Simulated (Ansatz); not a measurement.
`CCO[SiH2]Cl` + H₂ → `CCO[SiH3]` + HCl at 298.15 K and 1 bar (hydrogenolysis of the Si–Cl bond).

Computed with Ansatz on PBE0-D4/def2-TZVP structures; ΔE is electronic, products minus reactants. CCSD(T)/CBS adds triple-zeta CCSD(T) − MP2 to the extrapolated MP2 energy (def2 sets, frozen cores). This one scheme is used for every species. One conformer a species, not always the lowest.

| species | CCSD(T)/CBS energy (Eh) | H − E (kJ/mol) | S (J/(mol·K)) |
| --- | --- | --- | --- |
| `CCO[SiH2]Cl` | -904.43784 | 257.9 | 362.1 |
| H₂ | -1.17544 | 35.1 | 130.4 |
| `CCO[SiH3]` | -445.19614 | 270.3 | 330.4 |
| HCl | -460.38127 | 26.6 | 186.8 |

H − E and S are ideal-gas, rigid-rotor, harmonic terms from PBE0-D4/def2-TZVP, for one conformer and one mirror image of each species. The MP2-based limit puts H₂ 0.8 mEh under its directly extrapolated value; such offsets cancel only in part. 1 Eh = 2625.50 kJ/mol, R = 8.31446 J/(mol·K).

Problem. By hand: ΔE, ΔH, ΔS and ΔG.

Solution. ΔE = (-445.19614) + (-460.38127) − (-904.43784) − (-1.17544) = 0.03587 Eh = 94.2 kJ/mol. Δ(H − E) = 270.3 + 26.6 − 257.9 − 35.1 = 3.9, so ΔH = 98.1 kJ/mol. ΔS = 330.4 + 186.8 − 362.1 − 130.4 = 24.7 J/(mol·K). ΔG = 98.1 − 298.15 × (24.7)/1000 = 90.7 kJ/mol.

Problem. By hand: the equilibrium constant, and the temperature at which ΔG would vanish if ΔH and ΔS stayed fixed.

Solution. log₁₀ K = −ΔG/(RT ln 10) = -15.9. ΔG = 0 at ΔH/ΔS = 3972 K, far beyond where these terms or the molecules hold.

ΔH outweighs TΔS. A doubt of 5 kJ/mol in ΔE shifts log₁₀ K by 0.9 here. Other conformers and mirror images would add mixing entropy, several J/(mol·K) or more a flexible species. Modes under 60 cm⁻¹, often nearly free rotors, make the harmonic entropy too high. These are equilibria of isolated gas molecules and say nothing of rates. Largest T1 diagnostic: 0.010 (customary marks: 0.02 for closed shells, 0.045 for open ones).
